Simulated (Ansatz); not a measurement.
`C[CH](C)[GeH3]` → `CCC` + `[GeH2]` at 600 K and 1 bar (germylene formation by 1,1-elimination).

Calculated with Ansatz (gas phase, PBE0-D4/def2-TZVP geometries, no zero-point term in ΔE). CBS: MP2 limit from def2 TZ/QZ plus the TZ coupled-cluster correction, frozen cores. For Ge outer-core shells are correlated without core-valence functions, which leaves a few kJ/mol of doubt a bond. Scalar relativity is left out up to krypton.

```json
{"species": "`C[CH](C)[GeH3]`", "CCSD(T)/CBS energy (Eh)": "-2196.28589", "H − E (kJ/mol)": "372.0", "S (J/(mol·K))": "442.0"}
{"species": "`CCC`", "CCSD(T)/CBS energy (Eh)": "-118.98051", "H − E (kJ/mol)": "315.9", "S (J/(mol·K))": "335.6"}
{"species": "`[GeH2]`", "CCSD(T)/CBS energy (Eh)": "-2077.24753", "H − E (kJ/mol)": "50.4", "S (J/(mol·K))": "247.2"}
```

H − E and S are ideal-gas, rigid-rotor, harmonic terms from PBE0-D4/def2-TZVP. 1 Eh = 2625.50 kJ/mol, R = 8.31446 J/(mol·K).

Problem. By hand: ΔE, ΔH, ΔS and ΔG.

Solution. ΔE = (-118.98051) + (-2077.24753) − (-2196.28589) = 0.05785 Eh = 151.9 kJ/mol. Δ(H − E) = 315.9 + 50.4 − 372.0 = -5.7, so ΔH = 146.2 kJ/mol. ΔS = 335.6 + 247.2 − 442.0 = 140.8 J/(mol·K). ΔG = 146.2 − 600 × (140.8)/1000 = 61.7 kJ/mol.

Problem. By hand: the equilibrium constant, and the temperature at which ΔG would vanish if ΔH and ΔS stayed fixed.

Solution. log₁₀ K = −ΔG/(RT ln 10) = -5.4. ΔG = 0 at ΔH/ΔS = 1038 K.

The number of gas molecules changes by +1, which sets the sign of ΔS. A doubt of 5 kJ/mol in ΔE shifts log₁₀ K by 0.4 here. These are equilibria of isolated gas molecules and say nothing of rates. Largest T1 diagnostic: 0.012 (customary marks: 0.02 for closed shells, 0.045 for open ones).
